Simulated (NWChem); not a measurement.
Molecule: HTeOCl; SMILES O[Te]Cl

```xyz
4

Te     0.3296     0.4151     0.0037
Cl    -0.1984    -1.8988     0.0063
O     -1.4913     1.1859     0.0674
H     -1.8335     1.2060    -0.8370
```
Atoms are numbered in this order, from 1.

Program: NWChem. Structure relaxed at the PBE0/def2-SVP level. def2 effective core potentials on Te; no spin-orbit coupling. Ions are spin-unrestricted doublets at the neutral geometry; other ion states weren't tried. Functional: LC-ωPBE (HJS hole) with def2-SVP; the question gives the range parameter ω in 1/bohr.

Problem. Estimate the computed values for range parameter (1/bohr) 0.25. Quantities: vertical ionisation energy, ΔSCF (eV); −ε(HOMO) (eV).

Solution. 
- vertical ionisation energy, ΔSCF (eV) = 8.73
- −ε(HOMO) (eV) = 8.19
